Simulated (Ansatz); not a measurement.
Start from `C=CN([SiH3])C=O` and change one atom or group to get `C=CCN([SiH3])C=C`.

Ansatz, PBE0-D4/def2-TZVP geometries, multiplicity 1. Each molecule was computed in one conformer, which needn't be the lowest.

```
                                        property  `C=CN([SiH3])C=O`
              HOMO energy (PBE0/def2-TZVPP) / eV              -7.07
           LUMO energy (ωB97M-V/def2-TZVPP) / eV               1.49
             HOMO energy (B3LYP/def2-TZVPP) / eV              -6.86
               HOMO energy (PBE/def2-TZVPP) / eV              -6.01
            HOMO–LUMO gap (PBE0/def2-TZVPP) / eV               6.45
size of the dipole moment (B3LYP/def2-TZVPP) / D               3.08
```

Problem. What does the change do to each property? (An estimate is asked.)

Solution. The calculation gave: 
```tsv
property	`C=CCN([SiH3])C=C`	shift
HOMO energy (PBE0/def2-TZVPP) / eV	-6.01	1.06
LUMO energy (ωB97M-V/def2-TZVPP) / eV	1.87	0.38
HOMO energy (B3LYP/def2-TZVPP) / eV	-5.81	1.05
HOMO energy (PBE/def2-TZVPP) / eV	-4.93	1.08
HOMO–LUMO gap (PBE0/def2-TZVPP) / eV	5.97	-0.48
size of the dipole moment (B3LYP/def2-TZVPP) / D	0.86	-2.22
```

With PBE0 the HOMO rises by 1.06 eV and the LUMO rises by 0.58 eV, so the gap narrows by about 0.48 eV. PBE moves the HOMO by 1.08 eV and ωB97M-V by 1.01 eV. Dipoles are sizes alone; their direction can turn.

B3LYP here is the variant with VWN-RPA as its local correlation; programs differ in this.
